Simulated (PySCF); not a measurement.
# Spinor energies of Br¹⁴⁺ (bromine, charge +14)

Start: [Ar] 3d3; 3d3/2 filled at m_j = -1/2, +1/2, +3/2. Calculated with PySCF 2.14 in an even-tempered Gaussian basis (17 s from 1.2 bohr⁻², ratio 2.8; 12 p from 1.5 bohr⁻², ratio 2.8; 8 d from 1.5 bohr⁻², ratio 2.8; 4 f from 5.3 bohr⁻², ratio 3): generalised Hartree-Fock with the X2C-1e Hamiltonian and a Gaussian nucleus; one run each with spin-orbit coupling (SO) switched off, then screened by Boettger's factors.

```json
{"spinor shell": "1s1/2", "electrons": "2", "ε, spin-free (eV)": "-14004.1", "ε, screened SO (eV)": "-14003.6", "weight of nominal j (screened SO)": "1.000", "rms radius, screened SO (bohr)": "0.0492"}
{"spinor shell": "2s1/2", "electrons": "2", "ε, spin-free (eV)": "-2272.7", "ε, screened SO (eV)": "-2272.5", "weight of nominal j (screened SO)": "1.000", "rms radius, screened SO (bohr)": "0.204"}
{"spinor shell": "2p1/2", "electrons": "2", "ε, spin-free (eV)": "-2052.5", "ε, screened SO (eV)": "-2087.3", "weight of nominal j (screened SO)": "0.992", "rms radius, screened SO (bohr)": "0.180"}
{"spinor shell": "2p3/2", "electrons": "4", "ε, spin-free (eV)": "-2052.5", "ε, screened SO (eV)": "-2035.6", "weight of nominal j (screened SO)": "0.996", "rms radius, screened SO (bohr)": "0.183"}
{"spinor shell": "3s1/2", "electrons": "2", "ε, spin-free (eV)": "-659.52", "ε, screened SO (eV)": "-659.45", "weight of nominal j (screened SO)": "1.000", "rms radius, screened SO (bohr)": "0.543"}
{"spinor shell": "3p1/2", "electrons": "2", "ε, spin-free (eV)": "-583.59", "ε, screened SO (eV)": "-597.56", "weight of nominal j (screened SO)": "0.746", "rms radius, screened SO (bohr)": "0.539"}
{"spinor shell": "3p3/2", "electrons": "4", "ε, spin-free (eV)": "-583.59", "ε, screened SO (eV)": "-576.69", "weight of nominal j (screened SO)": "0.873", "rms radius, screened SO (bohr)": "0.548"}
{"spinor shell": "3d3/2", "electrons": "3", "ε, spin-free (eV)": "-485.37", "ε, screened SO (eV)": "-485.63", "weight of nominal j (screened SO)": "0.685", "rms radius, screened SO (bohr)": "0.511"}
```

```json
{"quantity": "E (hartree)", "spin-free": "-2512.30000", "screened SO": "-2512.48783"}
{"quantity": "M_J", "spin-free": "3/2", "screened SO": "3/2"}
{"quantity": "⟨J²⟩", "spin-free": "6.752", "screened SO": "6.137"}
{"quantity": "⟨L²⟩", "spin-free": "12.002", "screened SO": "11.883"}
{"quantity": "⟨S²⟩", "spin-free": "3.751", "screened SO": "3.687"}
```

The determinant has a definite M_J but mixes levels of different J.

Each row is a mean over spinors that exchange with the open shell spreads, by up to 12.630 eV (3s1/2).

Rows whose weight is well below 1 are mixtures of j = l ± 1/2: exchange outweighs spin-orbit coupling there, and the label is only the starting occupation.

Without spin-orbit coupling the j labels of p, d and f shells carry no meaning; the spin-free column gives the mean over the occupied spinors of each nl shell, and its ⟨J²⟩ belongs to a mixture of degenerate components.
